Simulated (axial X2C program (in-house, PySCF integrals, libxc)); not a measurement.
**Excited states of PSe⁺ by EOM-EE-CCSD**

Calculated with an in-house all-electron X2C program for linear molecules (integrals from PySCF): two-component X2C with atomic mean-field Coulomb and Gaunt terms, Gaussian nuclei, basis Se dyall-acv3z, P dyall-av3z with contracted cores.

R = 1.956 Å (near the PBE0 minimum at charge 1 of the determinant lowest at the starting distance; the state shown can have its own minimum elsewhere).

Vertical excitation energies from the closed-shell determinant state of PSe⁺:

| Ω | excitation (eV) | cm⁻¹ | hole of the leading pair | particle of the leading pair | weight of the pair (for Ω = 0 its time-reversed partner can hold as much again) | singles weight |
| --- | --- | --- | --- | --- | --- | --- |
| 1 | 2.697 | 21752 | 52% Se pπ, 34% P pπ, 6% P dπ | 50% P pπ, 25% Se pπ, 12% Se dπ | 0.57 | 0.96 |
| 0⁻ | 2.712 | 21873 | 52% Se pπ, 34% P pπ, 6% P dπ | 45% P pπ, 29% Se pπ, 11% Se dπ | 0.24 | 0.96 |
| 3 | 3.410 | 27506 | 52% Se pπ, 34% P pπ, 6% P dπ | 45% P pπ, 28% Se pπ, 11% Se dπ | 0.95 | 0.95 |
| 2 | 3.414 | 27540 | 52% Se pπ, 34% P pπ, 6% P dπ | 50% P pπ, 24% Se pπ, 12% Se dπ | 0.60 | 0.95 |
| 1 | 3.461 | 27913 | 55% Se pπ, 29% P pπ, 7% P dπ | 50% P pπ, 24% Se pπ, 12% Se dπ | 0.94 | 0.95 |

This point took 18 s on 1 thread of Arm Neoverse V2, on a shared host.

Reference electrons by ω block (each with its −ω partner): 1/2: 17, 3/2: 6, 5/2: 1. 10 electrons of PSe⁺ correlated (inner shells frozen), 88 natural virtual spinors (a truncated set); levels can be off by some tenths of an eV. Roots sought by Ω: (0: 5, 1: 4, 2: 3, 3: 1); the list ends where they run out and leaves out roots under 60 % singles weight. The solver can skip a root, and states that need a further excitation, which the method places far too high, are missing though they may lie low or lowest. T1 of the reference 0.023 (Lee–Taylor). Number of frozen shells: Se 3 s, 2 p, 1 d; P 2 s, 1 p.
